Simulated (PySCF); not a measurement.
PySCF input (BP86/6-31G* with LANL2DZ past Ar (5d)):

```python
from pyscf import gto, dft

mol = gto.M(
    atom='''
    Cl   -0.00000000   -0.00000000   -1.77529694
    I     0.00000000    0.00000000    0.56943487
    ''',
    basis={'default': '6-31g*', 'I': 'lanl2dz'},
    ecp={'I': 'lanl2dz'},
    charge=0,
    spin=0,
    verbose=4,
)

mf = dft.RKS(mol, xc='bp86')
mf.grids.level = 3
mf.conv_tol = 1e-9
mf.max_cycle = 100
mf.max_memory = 1500
mf.kernel()
if not mf.converged:
    mf = mf.newton()
    mf.kernel(mf.make_rdm1())
mf.dip_moment()
```

Output:

```
PySCF version 2.14.0

[INPUT] verbose = 4
[INPUT] num. atoms = 2
[INPUT] num. electrons = 24
[INPUT] charge = 0
[INPUT] spin (= nelec alpha-beta = 2S) = 0
[INPUT] symmetry False subgroup None
[INPUT] Mole.unit = angstrom
[INPUT] Symbol           X                Y                Z      unit          X                Y                Z       unit  Magmom
[INPUT]  1 Cl     0.000000000000   0.000000000000  -1.775296940000 AA    0.000000000000   0.000000000000  -3.354825006378 Bohr   0.0
[INPUT]  2 I      0.000000000000   0.000000000000   0.569434870000 AA    0.000000000000   0.000000000000   1.076075950077 Bohr   0.0

nuclear repulsion = 26.8568404415855
number of shells = 12
number of NR pGTOs = 63
number of NR cGTOs = 26
basis = {'default': '6-31g*', 'I': 'lanl2dz'}
ecp = {'I': 'lanl2dz'}

******** <class 'pyscf.dft.rks.RKS'> ********
method = RKS
initial guess = minao
damping factor = 0
level_shift factor = 0
DIIS = <class 'pyscf.scf.diis.CDIIS'>
diis_start_cycle = 1
diis_space = 8
diis_damp = 0
SCF conv_tol = 1e-09
SCF conv_tol_grad = None
SCF max_cycles = 100
direct_scf = True
direct_scf_tol = 1e-13
XC library pyscf.dft.libxc version 7.1.2
    S. Lehtola, C. Steigemann, M. J. T. Oliveira, and M. A. L. Marques,  SoftwareX 7, 1–5 (2018)
XC functionals = bp86
    A. D. Becke,  Phys. Rev. A 38, 3098 (1988)
    J. P. Perdew,  Phys. Rev. B 33, 8822 (1986)
    J. P. Perdew,  Phys. Rev. B 34, 7406–7406 (1986)
radial grids:
    Treutler-Ahlrichs [JCP 102, 346 (1995); DOI:10.1063/1.469408] (M4) radial grids

becke partition: Becke, JCP 88, 2547 (1988); DOI:10.1063/1.454033
pruning grids: <function nwchem_prune>
grids dens level: 3
symmetrized grids: False
atomic radii adjust function: <function treutler_atomic_radii_adjust>
small_rho_cutoff = 0
Set gradient conv threshold to 3.16228e-05
Initial guess from minao.
tot grids = 40840
init E= -468.405155701674
  HOMO = -0.0587635699027019  LUMO = 0.00323864526330198  gap/eV = 1.68717
cycle= 1 E= -471.342207284822  delta_E= -2.94  |g|= 0.73  |ddm|= 3.79
  HOMO = -0.156043985205678  LUMO = -0.12125336884657  gap/eV = 0.94670
cycle= 2 E= -470.984123307729  delta_E= 0.358  |g|= 1.11  |ddm|= 2.78
  HOMO = -0.280037233964848  LUMO = -0.204160837649127  gap/eV = 2.06470
cycle= 3 E= -471.614470558057  delta_E= -0.63  |g|= 0.106  |ddm|= 1.94
  HOMO = -0.244065438294229  LUMO = -0.168983604139989  gap/eV = 2.04308
cycle= 4 E= -471.618333096849  delta_E= -0.00386  |g|= 0.0269  |ddm|= 0.235
  HOMO = -0.253116935910024  LUMO = -0.178408063001756  gap/eV = 2.03293
cycle= 5 E= -471.618631465497  delta_E= -0.000298  |g|= 0.00891  |ddm|= 0.0586
  HOMO = -0.252840967337206  LUMO = -0.17793252768293  gap/eV = 2.03836
cycle= 6 E= -471.618654280097  delta_E= -2.28e-05  |g|= 0.00086  |ddm|= 0.00965
  HOMO = -0.252879888327773  LUMO = -0.178001946778872  gap/eV = 2.03753
cycle= 7 E= -471.618654410806  delta_E= -1.31e-07  |g|= 0.000423  |ddm|= 0.0013
  HOMO = -0.252886138174024  LUMO = -0.177999875746835  gap/eV = 2.03776
cycle= 8 E= -471.618654497266  delta_E= -8.65e-08  |g|= 6.2e-05  |ddm|= 0.000601
  HOMO = -0.252886016562541  LUMO = -0.177998101352447  gap/eV = 2.03780
cycle= 9 E= -471.618654498906  delta_E= -1.64e-09  |g|= 3.75e-06  |ddm|= 8.28e-05
  HOMO = -0.252886061690813  LUMO = -0.177998139609786  gap/eV = 2.03780
cycle= 10 E= -471.618654498913  delta_E= -7.56e-12  |g|= 1.04e-07  |ddm|= 6.54e-06
  HOMO = -0.252886071560358  LUMO = -0.177998152717711  gap/eV = 2.03780
Extra cycle  E= -471.618654498913  delta_E= 2.84e-13  |g|= 2.21e-07  |ddm|= 4.78e-07
converged SCF energy = -471.618654498913
Dipole moment(X, Y, Z, Debye): -0.00000, -0.00000,  1.33521
```
